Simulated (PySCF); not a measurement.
Numbering as in the mapped SMILES `[CH3:1][c:2]1[cH:3][cH:4][p:5][c:6]([CH3:7])[c:8]1[SiH3:9]`. Each H is labelled by its parent atom.

- GFN2-xTB geometry
- σ from GIAO-PBE0/pcSseg-1
- program: PySCF
- non-relativistic, single conformer, isolated molecule, equivalent nuclei averaged

δ = σ(ref) − σ, references computed at the same level: $^{13}$C (σref 186.93) and $^{1}$H (σref 31.72) and $^{29}$Si (σref 349.16) vs TMS; $^{31}$P (σref 318.38) vs H3PO4.

| atoms | nucleus | count | Hirshfeld charge | δ (ppm) |
| --- | --- | --- | --- | --- |
| H(Si9) | $^{1}$H | 3 | -0.07 | 4.58 |
| C3 | $^{13}$C | 1 | -0.05 | 136.9 |
| C8 | $^{13}$C | 1 | -0.09 | ? |
| H(C7) | $^{1}$H | 3 | 0.04 | ? |
| H(C4) | $^{1}$H | 1 | 0.05 | ? |
| C1 | $^{13}$C | 1 | -0.12 | 32.8 |
| C6 | $^{13}$C | 1 | -0.04 | 188.0 |
| H(C1) | $^{1}$H | 3 | 0.05 | 2.80 |
| H(C3) | $^{1}$H | 1 | 0.05 | 7.89 |
| C7 | $^{13}$C | 1 | -0.12 | 28.8 |
| P5 | $^{31}$P | 1 | 0.07 | 211.7 |
| Si9 | $^{29}$Si | 1 | 0.30 | -92.2 |
| C4 | $^{13}$C | 1 | -0.11 | 168.8 |
| C2 | $^{13}$C | 1 | 0.02 | ? |

Question: Complete the table.

Answer: 
- C2: 150.2 ppm, substituted aromatic carbon
- C8: 140.7 ppm, substituted aromatic carbon
- H(C4): 9.11 ppm, hydrogen on an aromatic CH; it sits in the deshielding region of the aromatic ring current
- H(C7): 2.99 ppm, hydrogen on a methyl carbon on an aromatic ring; benzylic-type position, deshielded by the ring

Shifts are as computed. Against solution values, carbons near 30 ppm lie about +3 ppm off and those near 130 ppm about +5 ppm. Of 1211 compounds with measured shifts, 218 miss one by over three times the rms of a fit or turn the order of signals round; such compounds aren't used in these exercises. Experimental scales use liquid or dissolved standards, which lie at an offset from isolated H3PO4.
